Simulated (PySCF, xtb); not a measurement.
PbBr, SMILES [Pb][Br] (connectivity only; charge and spin as stated), neutral, multiplicity 2.

Harmonic wavenumbers (cm⁻¹) from GFN2-xTB run with xtb 6.7.1 at its own minimum, in rising order: 196.

### Question
What does PBE0-D3(BJ)/def2-TZVP run with PySCF give at its own minimum? (The exact figures need the calculation; the answer reports its results.)

### Answer
211. Paired by order, the mean absolute difference is 16 cm⁻¹ and the zero-point energies are 0.3 and 0.3 kcal/mol.
